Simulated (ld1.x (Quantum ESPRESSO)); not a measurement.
**platinum (Pt), TM semilocal: configuration errors across variants**

ld1.x (Quantum ESPRESSO) 7.5 input, shortened:

```
&input
   title='Pt', zed=78., rel=1, dft='PBE', iswitch=3,
   config='[Xe] 4f14 5d9 6s0.75 6p0.25'
 /
 &inputp
   pseudotype=1, tm=.true., lloc=1,
   nlcc=.false.
 /
3
6S  1  0   0.75   0.00  2.15  2.15  0.0
5D  3  2   9.00   0.00  1.50  1.50  0.0
6P  2  1   0.25   0.00  2.95  2.95  0.0
 &test
   configts(1)='5d9 6s0.75 6p0.25'
 /
```

All-electron excitation energies from the reference (eV): (1) 5d9 6s1 6p0 -1.214; (2) 5d9 6s0 6p0 7.980; (3) 5d8 6s0 6p0 27.946; (4) 5d10 6s0 6p0 -1.231; (5) 5d9 6s0.5 6p0 2.480; (6) 5d9 6s0 6p1 3.835; (7) 5d8 6s2 6p0 -0.209.

A semilocal file is local in each channel, so a ghost entry of none says nothing of the separable form that plane-wave codes build from it.

Errors AE − PS in meV (a dash: test not solved or not reliable):

```tsv
change	(1)	(2)	(3)	(4)	(5)	(6)	(7)	bound ghosts
base	+0.6	+0.1	+26	-26	-0.9	0.0	-30	none
wave 5d (bound): rc 1.50 bohr becomes 5d (bound): rc 0.98 bohr	+0.6	0.0	+32	-27	-0.9	-0.1	-26	none
wave 5d (bound): rc 1.50 bohr becomes 5d (bound): rc 1.52 bohr	+0.6	+0.1	+26	-26	-0.9	0.0	-30	none
wave 5d (bound): rc 1.50 bohr becomes 5d (bound): rc 1.80 bohr	+0.6	0.0	+27	-25	-0.9	-0.1	-30	none
wave 5d (bound): rc 1.50 bohr becomes 5d (bound): rc 2.02 bohr	+0.6	+0.1	+26	-26	-0.9	0.0	-30	none
wave 5d (bound): rc 1.50 bohr becomes 5d (bound): rc 2.22 bohr	+0.6	+0.7	+21	-26	-0.8	+0.1	-28	none
```

(1) Give the same row for: wave 5d (bound): rc 1.50 bohr becomes 5d (bound): rc 1.24 bohr.

Results:

(1) +0.6, +0.1, +27, -26, -0.9, 0.0, -30; bound ghosts: none.
